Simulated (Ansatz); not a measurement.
In11As12H32⁺. Total charge 1; singlet. Geometry r2SCAN-D4/def2-SVP, basis def2-TZVP, Ansatz.

```xyz
55

In    1.449   -0.307    5.390
In   -5.044    0.068    2.425
In   -3.022    3.262   -1.401
In    3.991    1.810    2.188
In    1.584    3.817   -1.560
In   -0.334    1.448    1.571
In   -0.438   -3.089    1.694
In   -2.117   -0.798   -1.477
In    1.950   -0.566   -1.285
In   -0.100    0.851   -4.756
In    0.338   -4.390   -3.919
As   -2.597    1.205    2.982
As    1.643    1.501    3.335
As    1.231   -2.466    3.735
As   -0.605    3.440   -0.124
As   -4.346   -1.012   -0.008
As   -2.167    1.278   -3.050
As    3.540    3.708    0.332
As    4.006   -0.249    0.424
As    1.774    1.515   -2.866
As   -0.135   -0.815    0.251
As   -1.834   -3.096   -2.848
As    2.255   -2.794   -2.711
H     3.006   -0.375    6.108
H    -0.129   -0.064    6.029
H    -5.111   -1.283    3.475
H    -6.057    1.391    2.036
H    -3.288    4.714   -2.271
H    -3.999    2.422   -0.238
H     5.458    1.967    3.065
H     1.767    5.255   -2.482
H    -2.047   -2.951    2.309
H     0.273   -4.347    0.750
H    -0.067    2.021   -6.011
H     0.052   -0.880   -4.805
H     0.389   -3.918   -5.561
H     0.455   -5.848   -3.028
H    -2.832    2.593    3.535
H    -2.091    0.593    4.269
H     1.492    2.871    3.969
H     1.188   -3.658    4.665
H     2.626   -2.739    3.213
H    -0.636    4.651    0.787
H    -5.447   -0.697   -0.994
H    -4.594   -2.502    0.061
H    -3.396    0.906   -3.858
H     3.424    4.989    1.126
H     4.866    4.030   -0.318
H     5.316   -0.246   -0.329
H     4.213   -1.550    1.165
H     3.139    1.546   -3.524
H    -2.567   -4.113   -1.999
H    -2.877   -3.003   -3.941
H     3.115   -3.657   -1.814
H     3.337   -2.442   -3.707
```

```csv
run,HOMO (eV),LUMO (eV)
A,-8.20,-5.10
B,-8.42,-4.93
C,-9.09,-4.40
D,-8.75,-4.68
```

In the def2 sets In takes a core potential; there is no spin–orbit coupling. Single mean-field runs in def2-TZVP are fitted with def2-universal-jkfit.

Problem. The runs used PBE, PBE0, r2SCAN, r2SCANh. Estimate which is which.

Solution. A PBE (0 % exact exchange); B r2SCAN (0 % exact exchange); C PBE0 (25 % exact exchange); D r2SCANh (10 % exact exchange). Exact exchange lowers occupied and raises empty levels; among semilocal functionals meta-GGAs tend to open the gap a little, and such runs are hard to tell apart. The gap grows from 3.10 eV (PBE) to 4.70 eV (PBE0).
